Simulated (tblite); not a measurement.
C₄H₇Cl₂NS.
Atom-mapped SMILES: `[CH3:1][N:2]([CH3:3])[C:4](=[S:5])[CH:6]([Cl:7])[Cl:8]` (hydrogens: H9, H10, H11 on C1; H12, H13, H14 on C3; H15 on C6)

Cartesian coordinates in Å at the GFN2-xTB level; atoms count from 1:
```xyz
15
C4H7Cl2NS angstrom
C     -0.6262    0.9116   -0.9062
N     -0.4548   -0.1110    0.0982
C     -1.6842   -0.7570    0.4891
C      0.7166   -0.5314    0.5740
S      0.8879   -1.7532    1.6718
C      2.0036    0.1015    0.1389
Cl     2.1142    1.8128    0.6588
Cl     2.2618   -0.0169   -1.6239
H      0.2085    1.6043   -0.9266
H     -1.5349    1.4705   -0.6799
H     -0.7339    0.4567   -1.8950
H     -2.3468   -0.0327    0.9661
H     -1.4696   -1.5612    1.1890
H     -2.1824   -1.1662   -0.3914
H      2.8357   -0.4198    0.6152
```

Computed with GFN2-xTB (tblite): harmonic, unscaled wavenumbers at the GFN2-xTB geometry, gas phase. Against measured fundamentals such values can be off by several per cent, at times by over 20. One conformer, not necessarily the lowest.

Harmonic wavenumbers (cm⁻¹): 49.1, 74.8, 86.1, 118.2, 170.0, 184.4, 216.2, 267.9, 299.2, 332.7, 419.2, 506.3, 516.1, 661.7, 683.0, 749.3, 977.2, 1039.8, 1078.1, 1097.8, 1115.5, 1155.7, 1158.9, 1212.4, 1258.8, 1394.4, 1411.5, 1448.3, 1453.9, 1462.1, 1468.1, 1530.4, 2960.7, 2962.6, 2980.8, 2995.8, 3006.3, 3041.5, 3077.3.

A = 1414, B = 908.6, C = 826.3 MHz; mass 170.968 u (most abundant isotopes); point group C1, symmetry number 1.

Zero-point energy?

Half the sum of the wavenumbers: 23311 cm⁻¹ = 66.65 kcal/mol.

Entropy at 200 K, 1 bar (ideal gas, RRHO, classical rotation)?

Translation 39.36, rotation 28.90, vibration 20.85: S = 89.1 cal/(mol K).

And Cp and H(200 K) − H(0)?

Cp = 28.73 cal/(mol K), of which vibrations give 20.78 (their classical limit is 39 R = 77.5); H(200 K) − H(0) = 3.85 kcal/mol without the zero-point energy, 2.26 from vibrations.

Which modes carry the vibrational entropy at 200 K?

49.1 cm⁻¹: 4.07; 74.8 cm⁻¹: 3.24; 86.1 cm⁻¹: 2.97; 118.2 cm⁻¹: 2.37; 170.0 cm⁻¹: 1.71; 184.4 cm⁻¹: 1.57 cal/(mol K); the other 33 give 4.94 together.

What must be added to the electronic energy to get the Gibbs energy at 200 K and 1 bar?

ZPE + [H(200 K) − H(0)] − T·S = 66.65 + 3.85 − 17.82 = 52.68 kcal/mol.

Blend soft modes into free rotors: weight 1/[1 + (100 cm⁻¹/ν̃)⁴] for the oscillator and the rest for a rotor with moment μB/(μ + B), μ = h/(8π²ν), B = 10⁻⁴⁴ kg m². What vibrational entropy results?

19.45 cal/(mol K) in place of 20.85, which changes −T·S at 200 K by +0.28 kcal/mol.

Hindered rotation and anharmonicity are outside this model. Other conformers, if any are populated, would add a mixing term that is left out. The structure is chiral; the term R ln 2 for an equal mix with its mirror image is left out.
